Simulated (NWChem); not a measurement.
System: CH₄Se₂; SMILES C[Se][SeH]

NWChem input:

```
start job
memory heap 200 mb stack 900 mb global 1100 mb
geometry units angstroms noautoz
  Se    -0.429661    -0.930056     0.031233
  C      1.380605    -1.651712     0.011735
  H      1.271773    -2.744064     0.090115
  H      1.951083    -1.277924     0.871083
  H      1.888850    -1.400883    -0.927899
  Se     0.024454     1.350702     0.031378
  H      0.089907     1.525500    -1.434362
end
basis spherical
  * library def2-svp
end
dft
  xc pbe0
  iterations 150
  vectors input atomic output neutral.movecs
end
task dft energy
charge 1
dft
  odft
  mult 2
  vectors input atomic output cation.movecs
end
task dft energy
```

Excerpt of the output:

```
             Northwest Computational Chemistry Package (NWChem) 7.3.0
             --------------------------------------------------------

 C1  symmetry detected

                             Geometry "geometry" -> ""
                             -------------------------

 Output coordinates in angstroms (scale by  1.889725989 to convert to a.u.)

  No.       Tag          Charge          X              Y              Z
 ---- ---------------- ---------- -------------- -------------- --------------
    1 Se                  34.0000    -0.43149512    -0.93403810     0.00814836
    2 C                    6.0000     1.37473686    -1.66597927     0.01247446
    3 H                    1.0000     1.25849483    -2.75816904     0.08197279
    4 H                    1.0000     1.93366767    -1.30104518     0.88314148
    5 H                    1.0000     1.89918350    -1.41202124    -0.91736491
    6 Se                  34.0000     0.03547041     1.34401501     0.03039168
    7 H                    1.0000     0.12507301     1.52789615    -1.43295765

 Effective nuclear repulsion energy (a.u.)     416.4681882517

                                 NWChem DFT Module
                                 -----------------

 Summary of "ao basis" -> "ao basis" (spherical)
 ------------------------------------------------------------------------------
       Tag                 Description            Shells   Functions and Types
 ---------------- ------------------------------  ------  ---------------------
 Se                         def2-svp                12       32   5s4p3d
 C                          def2-svp                 6       14   3s2p1d
 H                          def2-svp                 3        5   2s1p

            General Information
            -------------------
          SCF calculation type: DFT
          Wavefunction type:  closed shell.
          No. of atoms     :     7
          No. of electrons :    78
           Alpha electrons :    39
            Beta electrons :    39
          Charge           :     0
          Spin multiplicity:     1
          Use of symmetry is: off; symmetry adaption is: off
          Maximum number of iterations: 150
          AO basis - number of functions:    98
                     number of shells:    42
          Convergence on energy requested:  1.00D-06
          Convergence on density requested:  1.00D-05
          Convergence on gradient requested:  5.00D-04

              XC Information
              --------------
                         PBE0 Method XC Functional
                     Hartree-Fock (Exact) Exchange  0.250
          PerdewBurkeErnzerhof Exchange Functional  0.750
            Perdew 1991 LDA Correlation Functional  1.000 local
           PerdewBurkeErnz. Correlation Functional  1.000 non-local

             Grid Information
             ----------------
          Grid used for XC integration:  medium
          Radial quadrature: Mura-Knowles
          Angular quadrature: Lebedev.
          Tag              B.-S. Rad. Rad. Pts. Rad. Cut. Ang. Pts.
          ---              ---------- --------- --------- ---------
          Se                  1.15      112          11.0       590
          C                   0.70       49          10.0       434
          H                   0.35       45          12.0       434
          Grid pruning is: on
          Number of quadrature shells:   453
          Spatial weights used:  Erf1

      Superposition of Atomic Density Guess
      -------------------------------------

 Sum of atomic energies:       -4838.64549704

      Non-variational initial energy
      ------------------------------

 Total energy =   -4839.662454
 1-e energy   =   -7569.957493
 2-e energy   =    2313.826851
 HOMO         =      -0.246773
 LUMO         =      -0.013059

   convergence    iter        energy       DeltaE   RMS-Dens  Diis-err
 ---------------- ----- ----------------- --------- --------- ---------
 d= 0,ls=0.0,diis     1  -4842.3637214212 -5.26D+03  6.18D-03  2.84D-01
 d= 0,ls=0.0,diis     2  -4842.3868516843 -2.31D-02  2.54D-03  6.06D-02
 d= 0,ls=0.0,diis     3  -4842.3930527401 -6.20D-03  9.73D-04  1.09D-02
 d= 0,ls=0.0,diis     4  -4842.3944415335 -1.39D-03  3.14D-04  1.24D-03
 d= 0,ls=0.0,diis     5  -4842.3946173788 -1.76D-04  6.29D-05  4.69D-05
  Resetting Diis
 d= 0,ls=0.0,diis     6  -4842.3946243504 -6.97D-06  1.01D-05  8.34D-07
 d= 0,ls=0.0,diis     7  -4842.3946244174 -6.70D-08  7.48D-06  1.17D-07

         Total DFT energy =    -4842.394624417442
      One electron energy =    -7571.546289135281
           Coulomb energy =     2493.324147594395
    Exchange-Corr. energy =     -180.640671128270
 Nuclear repulsion energy =      416.468188251714

 Numeric. integr. density =       78.000001534560

                       DFT Final Molecular Orbital Analysis
                       ------------------------------------

 Vector   37  Occ=2.000000D+00  E=-3.285824D-01
              MO Center= -1.4D-01, -4.0D-02,  5.1D-02, r^2= 3.8D+00
   Bfn.  Coefficient  Atom+Function         Bfn.  Coefficient  Atom+Function
  ----- ------------  ---------------      ----- ------------  ---------------
    74      0.324056  6 Se py                77      0.309342  6 Se py
    12     -0.247960  1 Se px                13     -0.245008  1 Se py
    15     -0.242135  1 Se px                16     -0.225795  1 Se py
    71     -0.205185  6 Se py                 4      0.202700  1 Se s
     5      0.163126  1 Se s                  9      0.158043  1 Se px

 Vector   38  Occ=2.000000D+00  E=-2.547181D-01
              MO Center=  5.4D-02,  9.9D-01,  1.5D-02, r^2= 2.7D+00
   Bfn.  Coefficient  Atom+Function         Bfn.  Coefficient  Atom+Function
  ----- ------------  ---------------      ----- ------------  ---------------
    76      0.588387  6 Se px                73      0.481976  6 Se px
    70     -0.305881  6 Se px                35     -0.157873  2 C  s
    36      0.125953  2 C  px                 5      0.124622  1 Se s
    12     -0.114130  1 Se px                67      0.099207  6 Se px
    39      0.097695  2 C  px                77     -0.095600  6 Se py

 Vector   39  Occ=2.000000D+00  E=-2.418423D-01
              MO Center= -2.6D-01, -7.4D-01, -3.9D-02, r^2= 2.6D+00
   Bfn.  Coefficient  Atom+Function         Bfn.  Coefficient  Atom+Function
  ----- ------------  ---------------      ----- ------------  ---------------
    17      0.610060  1 Se pz                14      0.493035  1 Se pz
    11     -0.311974  1 Se pz                94      0.138331  7 H  s
    95      0.119392  7 H  s                 66     -0.114940  6 Se s
    57      0.109168  5 H  s                 52     -0.107396  4 H  s
     8      0.101143  1 Se pz                38     -0.096198  2 C  pz

 Vector   40  Occ=0.000000D+00  E=-4.259321D-02
              MO Center= -1.6D-01,  1.7D-01,  4.4D-03, r^2= 4.0D+00
   Bfn.  Coefficient  Atom+Function         Bfn.  Coefficient  Atom+Function
  ----- ------------  ---------------      ----- ------------  ---------------
    16      0.778038  1 Se py                77      0.760336  6 Se py
    13      0.367579  1 Se py                74      0.341116  6 Se py
    66     -0.308342  6 Se s                  5      0.278898  1 Se s
     4      0.274621  1 Se s                 65     -0.248897  6 Se s
    10     -0.234514  1 Se py                71     -0.220469  6 Se py

 Vector   41  Occ=0.000000D+00  E= 2.160495D-02
              MO Center=  1.4D-01,  1.2D+00, -7.7D-01, r^2= 3.7D+00
   Bfn.  Coefficient  Atom+Function         Bfn.  Coefficient  Atom+Function
  ----- ------------  ---------------      ----- ------------  ---------------
    95      1.282507  7 H  s                 78      0.960440  6 Se pz
    66     -0.698743  6 Se s                 35     -0.602421  2 C  s
     5      0.321210  1 Se s                 65     -0.304202  6 Se s
    53      0.300759  4 H  s                 94      0.291207  7 H  s
    75      0.286733  6 Se pz                15      0.231512  1 Se px

 Vector   42  Occ=0.000000D+00  E= 3.444933D-02
              MO Center=  3.0D-01, -1.0D+00, -1.8D-02, r^2= 4.3D+00
   Bfn.  Coefficient  Atom+Function         Bfn.  Coefficient  Atom+Function
  ----- ------------  ---------------      ----- ------------  ---------------
    35      1.625531  2 C  s                 15     -0.990656  1 Se px
     5     -0.696937  1 Se s                 39     -0.565959  2 C  px
    48     -0.459067  3 H  s                 58     -0.426559  5 H  s
    53     -0.367053  4 H  s                 16      0.311631  1 Se py
    36     -0.290148  2 C  px                12     -0.265846  1 Se px

     Multipole analysis of the density
     ---------------------------------

     L   x y z        total         alpha         beta         nuclear
     -   - - -        -----         -----         ----         -------
     0   0 0 0     -0.000000    -39.000000    -39.000000     78.000000

     1   1 0 0      0.505569      0.252784      0.252784     -0.000000
     1   0 1 0     -0.255024     -0.127512     -0.127512      0.000000
     1   0 0 1     -0.270922     -0.135461     -0.135461      0.000000

     2   2 0 0    -32.980363    -64.088898    -64.088898     95.197432
     2   1 1 0     -1.058827     11.782234     11.782234    -24.623296
     2   1 0 1     -0.136709      0.093416      0.093416     -0.323541
     2   0 2 0    -30.322308   -231.854633   -231.854633    433.386959
     2   0 1 1     -1.086830      1.713217      1.713217     -4.513264
     2   0 0 2    -32.457060    -22.863888    -22.863888     13.270717

                                 NWChem DFT Module
                                 -----------------

            General Information
            -------------------
          SCF calculation type: DFT
          Wavefunction type:  spin polarized.
          No. of atoms     :     7
          No. of electrons :    77
           Alpha electrons :    39
            Beta electrons :    38
          Charge           :     1
          Spin multiplicity:     2
          Use of symmetry is: off; symmetry adaption is: off
          Maximum number of iterations: 150
          AO basis - number of functions:    98
                     number of shells:    42
          Convergence on energy requested:  1.00D-06
          Convergence on density requested:  1.00D-05
          Convergence on gradient requested:  5.00D-04

              XC Information
              --------------
                         PBE0 Method XC Functional
                     Hartree-Fock (Exact) Exchange  0.250
          PerdewBurkeErnzerhof Exchange Functional  0.750
            Perdew 1991 LDA Correlation Functional  1.000 local
           PerdewBurkeErnz. Correlation Functional  1.000 non-local

             Grid Information
             ----------------
          Grid used for XC integration:  medium
          Radial quadrature: Mura-Knowles
          Angular quadrature: Lebedev.
          Tag              B.-S. Rad. Rad. Pts. Rad. Cut. Ang. Pts.
          ---              ---------- --------- --------- ---------
          Se                  1.15      112          11.0       590
          C                   0.70       49          10.0       434
          H                   0.35       45          12.0       434
          Grid pruning is: on
          Number of quadrature shells:   453
          Spatial weights used:  Erf1

      Superposition of Atomic Density Guess
      -------------------------------------

 Sum of atomic energies:       -4838.64549704

 Renormalizing density from      78.00 to     77

      Non-variational initial energy
      ------------------------------

 Total energy =   -4801.560297
 1-e energy   =   -7472.906756
 2-e energy   =    2254.878271
 HOMO         =      -0.572536
 LUMO         =      -0.361294

[...]
```

Level: PBE0/def2-SVP, vertical spin-unrestricted ions. The geometry was optimised at PBE0/def2-SVP.
